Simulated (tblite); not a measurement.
Species: C₇H₁₇NSi.
Cartesian coordinates in Å at the GFN2-xTB level; atoms count from 1:
```
atom  x, y, z in Å
C1    -2.502   -1.187   -0.396
N2    -1.215   -1.025   -1.051
C3    -0.140   -0.408   -0.263
C4     0.124   -1.266    0.973
Si5    1.384   -0.500   -1.444
C6     2.940    0.259   -0.665
C7    -0.459    1.044    0.075
C8     0.288    1.834    1.107
C9    -1.159    1.508    1.320
H10   -2.408   -1.911    0.412
H11   -3.205   -1.587   -1.126
H12   -2.914   -0.254    0.012
H13   -1.354   -0.471   -1.890
H14    0.225   -2.303    0.664
H15    1.043   -0.961    1.464
H16   -0.685   -1.204    1.698
H17    1.054    0.246   -2.668
H18    1.606   -1.909   -1.775
H19    3.255   -0.287    0.220
H20    3.764    0.236   -1.371
H21    2.781    1.294   -0.377
H22   -0.721    1.599   -0.824
H23    0.559    2.855    0.880
H24    1.012    1.324    1.722
H25   -1.408    0.792    2.087
H26   -1.886    2.304    1.229
```

All values are computed: GFN2-xTB (tblite) harmonic vibrations without scaling, gas phase. This tight-binding method is rough: wavenumbers can miss measured ones by several per cent, in bad cases by 10 to 20. Modes of hydrogen on silicon can be 10 to 20 % off. One conformer, not necessarily the lowest.

Harmonic wavenumbers (cm⁻¹): 42.4, 63.2, 85.0, 123.0, 138.3, 169.7, 191.8, 218.0, 254.5, 279.4, 308.1, 342.8, 366.3, 402.4, 460.0, 475.2, 586.8, 653.2, 682.5, 757.4, 773.2, 799.2, 804.7, 822.6, 830.0, 842.3, 877.8, 915.3, 981.5, 1008.5, 1032.6, 1068.2, 1070.9, 1082.3, 1104.0, 1112.1, 1123.1, 1157.3, 1161.9, 1169.6, 1214.0, 1284.6, 1368.4, 1377.9, 1401.9, 1409.0, 1426.4, 1443.0, 1483.0, 1486.9, 1491.8, 1495.6, 1496.4, 1509.3, 1522.4, 2190.2, 2254.1, 2883.5, 2990.8, 3008.5, 3018.0, 3023.3, 3036.5, 3040.3, 3044.1, 3045.4, 3050.9, 3071.2, 3081.2, 3098.8, 3110.2, 3357.9.

A = 1612, B = 1161, C = 826.7 MHz; mass 143.113 u (most abundant isotopes); point group C1, symmetry number 1.

Q: What is the zero-point energy?

A: Half the sum of the wavenumbers: 49026 cm⁻¹ = 140.17 kcal/mol.

Q: Give the ideal-gas entropy at 500 K and 1 bar in the rigid-rotor, harmonic-oscillator model (classical rotation).

A: Translation 43.38, rotation 31.26, vibration 66.61: S = 141.2 cal/(mol K).

Q: And Cp and H(500 K) − H(0)?

A: Cp = 74.46 cal/(mol K), of which vibrations give 66.51 (their classical limit is 72 R = 143.1); H(500 K) − H(0) = 21.13 kcal/mol without the zero-point energy, 17.15 from vibrations.

Q: What must be added to the electronic energy to get the Gibbs energy at 500 K and 1 bar?

A: ZPE + [H(500 K) − H(0)] − T·S = 140.17 + 21.13 − 70.62 = 90.68 kcal/mol.

Q: Blend soft modes into free rotors: weight 1/[1 + (100 cm⁻¹/ν̃)⁴] for the oscillator and the rest for a rotor with moment μB/(μ + B), μ = h/(8π²ν), B = 10⁻⁴⁴ kg m². What vibrational entropy results?

A: 62.00 cal/(mol K) in place of 66.61, which changes −T·S at 500 K by +2.30 kcal/mol.

Q: Which modes carry the vibrational entropy at 500 K?

A: 42.4 cm⁻¹: 6.17; 63.2 cm⁻¹: 5.38; 85.0 cm⁻¹: 4.79; 123.0 cm⁻¹: 4.06; 138.3 cm⁻¹: 3.83; 169.7 cm⁻¹: 3.43 cal/(mol K); the other 66 give 38.95 together.

Hindered rotation and anharmonicity are outside this model. Other conformers, if any are populated, would add a mixing term that is left out. The structure is chiral; the term R ln 2 for an equal mix with its mirror image is left out.

The run took 2.4 s of wall time on one thread of an Arm Neoverse N1, shared host with 64 logical CPUs at a one-minute load of 61. The figure is for the frequency step alone.
